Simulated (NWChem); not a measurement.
Molecule: SiNH2Cl, singlet; SMILES N[Si]Cl

```xyz
5

Si     0.7247     0.5943     0.0000
Cl    -0.1493    -1.3357     0.0000
N     -0.7260     1.5052     0.0000
H     -1.6684     1.1226     0.0000
H     -0.7135     2.5210     0.0000
```
Atoms are numbered in this order, from 1.

All runs: NWChem. Low-valent species are run as closed-shell singlets; no triplet was tried in these runs. All runs use the structure optimised with PBE0/def2-SVP. Level: PBE0/def2-SVP with SMD (1 M gas to 1 M solution), gas-phase geometry. Reactions with the solvent are ignored.

Q: What does the run give for solvent n-hexane? Quantities: solvation free energy (kcal/mol); cavity-dispersion-structure term (kcal/mol); dipole in solution (D).

A: 
```json
{
 "solvation free energy (kcal/mol)": "-3.1",
 "cavity-dispersion-structure term (kcal/mol)": "-1.0",
 "dipole in solution (D)": "3.25"
}
```
